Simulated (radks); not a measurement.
Valence configurations of Os III (all share [Xe]). Method: scalar-relativistic Kohn-Sham, PBEsol, spin-polarised, spherical densities, finite nucleus; open shells are filled with parallel spins first (spin-orbit coupling, left out, can overturn this in heavy ions); Fermi nuclear charge, rms radius 5.4126 fm; computed with a radial shooting solver on a logarithmic mesh with Libxc functionals. Energies are relative to 4f14 5d6; eigenvalues in eV for spin up.

valence               E (eV)  moment (Bohr magnetons)    e(4f)    e(5d)    e(6p)    e(6s)
4f14 5d6               0.000                        4  -69.152  -24.041        -        -
4f13 5d6 6s1          52.876                        6  -83.687  -28.158        -  -23.516
4f13 5d5.5 6s1 6p0.5  57.660                        7  -86.273  -30.229  -16.456  -24.774
4f13 5d6 6p1          60.942                        6  -85.211  -29.454  -16.321        -
4f13.5 5d6.5          24.760                        4  -74.594  -24.689        -        -
4f12 5d8              111.31                        4  -91.519  -26.562        -        -
4f14 5d5 6p1           7.478                        6  -74.021  -27.979  -16.102        -
4f13 5d7              51.528                        4  -80.138  -25.324        -        -
4f10 5d10             257.21                        4  -115.41  -28.952        -        -
4f13.5 5d6 6s0.5      25.016                        5  -76.304  -26.064        -  -22.536

NIST lists [Xe] 4f14 5d6 as the ground configuration; this level of theory agrees among the configurations tried. The energies are those of spherical high-spin densities, not of single terms.
